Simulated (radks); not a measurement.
All-electron atom: Ni IV in [Ar] 3d7.

All-electron calculation, scalar-relativistic Kohn-Sham, RPBE, spin-unpolarised, spherical densities, point nucleus. Program: a radial shooting solver on a logarithmic mesh with Libxc functionals.

Energy parts (Ry):
total: -3036.79393
kinetic: 3079.17716
electron-nucleus: -7215.88529
Hartree: 1224.70906
exchange-correlation: -124.79487

Orbitals (lengths in bohr, moments of r in powers of bohr; <r^-3> diverges for s and p1/2):
1s: occ. 2; eigenvalue (Ry) -606.6168; <r> 0.05408; <r^4> 0.00003981
2s: occ. 2; eigenvalue (Ry) -75.14223; <r> 0.2448; <r^4> 0.008713
2p: occ. 6; eigenvalue (Ry) -65.04081; <r^-3> 624.1; <r> 0.2153; <r^4> 0.006553
3s: occ. 2; eigenvalue (Ry) -11.07170; <r> 0.7352; <r^4> 0.6255
3p: occ. 6; eigenvalue (Ry) -8.13487; <r^-3> 80.75; <r> 0.7691; <r^4> 0.8373
3d: occ. 7; eigenvalue (Ry) -3.45152; <r^-3> 7.829; <r> 0.8961; <r^4> 2.415
4s: occ. 0; eigenvalue (Ry) -2.46178; <r> 2.140; <r^4> 39.77
4p: occ. 0; eigenvalue (Ry) -1.87977; <r^-3> 7.977; <r> 2.459; <r^4> 70.29

The highest occupied level is 3d at -46.960 eV. Summed over all electrons, <r^2> = 13.04 bohr^2, which gives a Langevin (diamagnetic) susceptibility term of -10.3 x 10^-6 cm^3/mol. The density falls to 0.001 e/bohr^3 at r = 2.69 bohr. For comparison, the ionisation energy in NIST's Atomic Spectra Database is 54.9 eV (semi-empirical). In exact Kohn-Sham theory the highest level is minus the ionisation energy, but local and semilocal functionals leave it too shallow, through self-interaction and a potential that decays too fast; potentials with the right tail come closer.

Beside tabulated values, note that spin-unpolarised runs miss the spin-polarisation part of the exchange energy of open shells.
